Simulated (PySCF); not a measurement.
Zn(SiH3)2, SMILES [SiH3][Zn][SiH3], PBE0/def2-SVP optimised geometry.

```
9

Zn    -0.21    -0.13     0.00
Si     0.69    -2.34     0.00
H      0.26    -3.13     1.20
H      2.19    -2.34     0.00
H      0.26    -3.13    -1.20
Si    -1.12     2.09     0.00
H     -0.07     3.13    -0.29
H     -1.73     2.46     1.32
H     -2.19     2.27    -1.03
```

Density from PBE0/def2-TZVP run with PySCF at that geometry.

Minimum of the electron density along straight lines between bonded atoms, close to the bond critical point (lines longer than 1.1 times the sum of covalent radii, or with two minima, are not listed):

```csv
bond,length / Å,ρ at the minimum / e bohr⁻³,∇²ρ there / e bohr⁻⁵,position (fraction from the first atom)
Zn1–Si2,2.397,0.073,-0.01,0.47
Si2–H3,1.501,0.115,0.15,0.49
Si2–H4,1.501,0.115,0.15,0.49
Si2–H5,1.501,0.115,0.15,0.49
Zn1–Si6,2.397,0.073,-0.01,0.47
Si6–H7,1.501,0.115,0.15,0.49
Si6–H8,1.501,0.115,0.15,0.49
Si6–H9,1.501,0.115,0.15,0.49
```
